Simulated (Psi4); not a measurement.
singlet silylene (H₂Si), singlet, at a GFN2-xTB geometry; BLYP/cc-pVDZ (Psi4).

Here is a job for Psi4.
```
memory 2 GB

molecule mol {
0 1
  Si   -0.006668   -0.002780    0.122759
  H     0.047787    1.131724   -0.834069
  H     0.045568   -1.092808   -0.884561
}

set basis cc-pvdz
set reference rks
set scf_type pk
set puream true
set d_convergence 1e-8
set dft_radial_points 99
set dft_spherical_points 590

energy('blyp')
print_variables()
```

Output, abridged:

```
   => Loading Basis Set <=

    Name: CC-PVDZ
    Role: ORBITAL
    Keyword: BASIS

         ---------------------------------------------------------
                                   SCF
               by Justin Turney, Rob Parrish, Andy Simmonett
                          and Daniel G. A. Smith
                              RKS Reference
         ---------------------------------------------------------

  ==> Geometry <==

    Molecular point group: cs
    Full point group: Cs

    Geometry (in Angstrom), charge = 0, multiplicity = 1:

       Center              X                  Y                   Z               Mass
    ------------   -----------------  -----------------  -----------------  -----------------
         SI          -0.066097546575    -0.001494507717     0.000000000000    27.976926534650
         H            0.892275444918     1.133012303105     0.000000000000     1.007825032230
         H            0.942573011420    -1.091525208346     0.000000000000     1.007825032230

  Running in cs symmetry.

  Rotational constants: A =      9.26414  B =      6.75678  C =      3.90713 [cm^-1]
  Rotational constants: A = 277731.98972  B = 202563.23315  C = 117132.72818 [MHz]
  Nuclear repulsion =   10.214761491770224

  Charge       = 0
  Multiplicity = 1
  Electrons    = 16
  Nalpha       = 8
  Nbeta        = 8

  ==> Algorithm <==

  SCF Algorithm Type is PK.
  DIIS enabled.
  MOM disabled.
  Fractional occupation disabled.
  Guess Type is SAD.
  Energy threshold   = 1.00e-06
  Density threshold  = 1.00e-08
  Integral threshold = 1.00e-12

  ==> Primary Basis <==

  Basis Set: CC-PVDZ
    Blend: CC-PVDZ
    Number of shells: 14
    Number of basis functions: 28
    Number of Cartesian functions: 29
    Spherical Harmonics?: true
    Max angular momentum: 2

  ==> DFT Potential <==

   => LibXC <=

    Version 7.1.2
    S. Lehtola, C. Steigemann, M. J. T. Oliveira, and M. A. L. Marques,  SoftwareX 7, 1–5 (2018) (10.1016/j.softx.2017.11.002)

   => Composite Functional: BLYP <=

    BLYP GGA Exchange-Correlation Functional

    P.J. Stephens et. al., J. Phys. Chem., 98, 11623-11627, 1994
    B. Miehlich et. al., Chem. Phys. Lett., 157(3), 200-206 1989

    Deriv               =              1
    GGA                 =           TRUE
    Meta                =          FALSE

    Exchange Hybrid     =          FALSE
    MP2 Hybrid          =          FALSE

   => Exchange Functionals <=

    1.0000     XC_GGA_X_B88

   => Correlation Functionals <=

    1.0000     XC_GGA_C_LYP

   => LibXC Density Thresholds  <==

    XC_GGA_C_LYP:  1.00E-14
    XC_GGA_X_B88:  1.00E-15

   => Molecular Quadrature <=

    Radial Scheme          =       TREUTLER
    Pruning Scheme         =           NONE
    Nuclear Scheme         =       TREUTLER

    Blocking Scheme        =         OCTREE
    BS radius alpha        =              1
    Pruning alpha          =              1
    Radial Points          =             99
    Spherical Points       =            590
    Total Points           =         167421
    Total Blocks           =           1315
    Max Points             =            256
    Max Functions          =             28
    Weights Tolerance      =       1.00E-15

  ==> Integral Setup <==

  Using in-core PK algorithm.
   Calculation information:
      Number of atoms:                   3
      Number of AO shells:              14
      Number of primitives:             60
      Number of atomic orbitals:        29
      Number of basis functions:        28

      Integral cutoff                 1.00e-12
      Number of threads:                 1

  Performing in-core PK
  Using 165242 doubles for integral storage.
  We computed 5565 shell quartets total.
  Whereas there are 5565 unique shell quartets.

  ==> DiskJK: Disk-Based J/K Matrices <==

    J tasked:                  Yes
    K tasked:                   No
    wK tasked:                  No
    Schwarz Cutoff:          1E-12

  Minimum eigenvalue in the overlap matrix is 2.1468066138E-02.
  Reciprocal condition number of the overlap matrix is 6.2458400695E-03.
    Using symmetric orthogonalization.

  ==> Pre-Iterations <==

  SCF Guess: Superposition of Atomic Densities via on-the-fly atomic UHF (no occupation information).

   -------------------------
    Irrep   Nso     Nmo
   -------------------------
     A'        21      21
     A"         7       7
   -------------------------
    Total      28      28
   -------------------------

  ==> Iterations <==

                        Total Energy        Delta E     RMS |[F,P]|

   @RKS iter SAD:  -290.29344800911531   -2.90293e+02   0.00000e+00
   @RKS iter   1:  -290.56023739758967   -2.66789e-01   8.61977e-03 DIIS/ADIIS
   @RKS iter   2:  -290.58645689017948   -2.62195e-02   5.04001e-03 DIIS/ADIIS
   @RKS iter   3:  -290.59830789404236   -1.18510e-02   4.13252e-04 DIIS/ADIIS
   @RKS iter   4:  -290.59838008916080   -7.21951e-05   4.05902e-05 DIIS
   @RKS iter   5:  -290.59838073691719   -6.47756e-07   1.87769e-05 DIIS
   @RKS iter   6:  -290.59838092167672   -1.84760e-07   7.16653e-07 DIIS
   @RKS iter   7:  -290.59838092190222   -2.25498e-10   7.15654e-08 DIIS
   @RKS iter   8:  -290.59838092190438   -2.16005e-12   2.67421e-09 DIIS
  Energy and wave function converged.

  ==> Post-Iterations <==

   Electrons on quadrature grid:
      Ntotal   =   15.9999999838 ; deviation = -1.616e-08

    Orbital Energies [Eh]
    ---------------------

    Doubly Occupied:

[...]
    Virtual:

[...]
    Final Occupation by Irrep:
             Ap   App
    DOCC [     7,    1 ]
    NA   [     7,    1 ]
    NB   [     7,    1 ]

  @RKS Final Energy:  -290.59838092190438

   => Energetics <=

    Nuclear Repulsion Energy =             10.2147614917702239
    One-Electron Energy =                -422.2067462232288904
    Two-Electron Energy =                 142.9688976342669662
    DFT Exchange-Correlation Energy =     -21.5752938247126700
    Empirical Dispersion Energy =           0.0000000000000000
    VV10 Nonlocal Energy =                  0.0000000000000000
    Total Energy =                       -290.5983809219043792

Computation Completed

Properties will be evaluated at   0.000000,   0.000000,   0.000000 [a0]

Properties computed using the SCF density matrix

 Multipole Moments:

 ------------------------------------------------------------------------------------
     Multipole            Electronic (a.u.)      Nuclear  (a.u.)        Total (a.u.)
 ------------------------------------------------------------------------------------

 L = 1.  Multiply by 2.5417464519 to convert [e a0] to [Debye]
 Dipole X            :         -1.5360787            1.7186734            0.1825947
 Dipole Y            :         -0.0347320            0.0388603            0.0041283
 Dipole Z            :          0.0000000            0.0000000            0.0000000
 Magnitude           :                                                    0.1826414

 ------------------------------------------------------------------------------------

  Variable Map:
  ----------------------------------------------------------------------------
[...]
  Array Variable Map:
  ----------------------------------------------------------------------------
[...]
[...]
```
